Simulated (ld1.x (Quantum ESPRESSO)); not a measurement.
**palladium: excitation energies, all-electron against PAW**

Pd, PAW, made with ld1.x (Quantum ESPRESSO) 7.5 (PBE, non-relativistic). Core [Kr], reference 4d7 5s0 5p0 (charge +3). Waves: 5s (bound, empty): rcut 2.20, rcutus 2.40 bohr; 5s channel at -1.8 Ry: rcut 2.20, rcutus 2.40 bohr; 5p (bound, empty): rcut 2.05, rcutus 2.40 bohr; 5p channel at 3.5 Ry: rcut 2.05, rcutus 2.40 bohr; 4d (bound): rcut 1.80, rcutus 2.00 bohr; 4d channel at -2.5 Ry: rcut 1.80, rcutus 2.00 bohr. Local part: all-electron potential smoothed inside 2.20 bohr (lloc = -1). Core correction: Bessel-smoothed model core, default radius (core density twice the valence density). Augmentation charge: BESSEL, radius 1.55 bohr.

Energies are relative to the spin-unpolarised reference configuration 4d7 5s0 5p0; without spin polarisation the order of configurations can differ from experiment.

```json
{"valence configuration": "4d10 5s0 5p0", "charge": "0", "ΔE all-electron (eV)": "-65.161", "error AE − PS (meV)": "-589"}
{"valence configuration": "4d9 5s0 5p0", "charge": "+1", "ΔE all-electron (eV)": "-55.907", "error AE − PS (meV)": "-398"}
{"valence configuration": "4d8 5s0 5p0", "charge": "+2", "ΔE all-electron (eV)": "-34.797", "error AE − PS (meV)": "-138"}
{"valence configuration": "4d9.5 5s0 5p0", "charge": "+0.5", "ΔE all-electron (eV)": "-61.877", "error AE − PS (meV)": "-511"}
{"valence configuration": "4d6 5s0 5p0", "charge": "+4", "ΔE all-electron (eV)": "49.915", "error AE − PS (meV)": "-221"}
{"valence configuration": "4d9 5s0 5p1", "charge": "0", "ΔE all-electron (eV)": "-59.687", "error AE − PS (meV)": "-359"}
```

What are ΔE and the potential's error for 4d8 5s1 5p0?

ΔE = -50.369 eV all-electron; the error (AE − PS) is -147 meV.

Levels in the configuration 4d8 5s0 5p0:

```
level  all-electron (eV)  pseudo (eV)
   4d            -27.690      -27.454
```
